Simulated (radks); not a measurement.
Task: Neutral fluorine, configuration [He] 2s1.75 2p5 3s0.25 (fractional occupations, a model configuration). Calculated with a radial shooting solver on a logarithmic mesh with Libxc functionals: Dirac Kohn-Sham, BLYP, spin-unpolarised, spherical densities, finite nucleus; open shells fill j = l - 1/2 first; Fermi nuclear charge, rms radius 2.8976 fm. Some entries of the table are withheld. Estimate them.

orbital,occ.,eigenvalue (hartree),r(max) (bohr),<r^2> (bohr^2)
1s1/2,2,-24.53532,0.1143,0.04198
2s1/2,1.75,-1.19729,(1),1.204
2p1/2,2,(2),0.6961,(3)
2p3/2,3,(4),0.6974,(5)
3s1/2,0.25,(6),4.515,(7)

Result: 
(1) 2s1/2 r(max) (bohr): 0.7604
(2) 2p1/2 eigenvalue (hartree): -0.50956
(3) 2p1/2 <r^2> (bohr^2): 1.525
(4) 2p3/2 eigenvalue (hartree): -0.50710
(5) 2p3/2 <r^2> (bohr^2): 1.531
(6) 3s1/2 eigenvalue (hartree): -0.04180
(7) 3s1/2 <r^2> (bohr^2): 44.02
